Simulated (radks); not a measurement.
Zn2+, 28 electrons, occupied as [Ne] 3s2 3p5 3d10 4f1 (not the ground configuration).

Calculated with a radial shooting solver on a logarithmic mesh with Libxc functionals: Dirac Kohn-Sham, PBEsol, spin-unpolarised, spherical densities, finite nucleus; open shells fill j = l - 1/2 first; Fermi nuclear charge, rms radius 3.9283 fm.

Energy parts (Ry):
part                       energy
total                 -3579.44315
kinetic                3645.73839
electron-nucleus      -8565.65916
Hartree                1478.29324
exchange-correlation   -137.81562

Orbitals (lengths in bohr, moments of r in powers of bohr; <r^-3> diverges for s and p1/2):
orbital  occ.  eigenvalue (Ry)      <r>   <r^-3>
1s1/2       2        -702.4684  0.05033        -
2s1/2       2        -87.89341   0.2260        -
2p1/2       2        -77.80240   0.1959        -
2p3/2       4        -76.04650   0.1993    770.1
3s1/2       2        -12.24374   0.6774        -
3p1/2       2         -9.02914   0.6987        -
3p3/2       3         -8.79970   0.7090    101.4
3d3/2       4         -3.42578   0.8127    10.70
3d5/2       6         -3.39647   0.8175    10.44
4f5/2       1         -0.45416    5.910  0.01116
4f7/2       0         -0.45415    5.911  0.01116

The highest occupied level is 4f5/2 at -6.179 eV. Summed over all electrons, <r^2> = 51.66 bohr^2, which gives a Langevin (diamagnetic) susceptibility term of -40.9 x 10^-6 cm^3/mol.
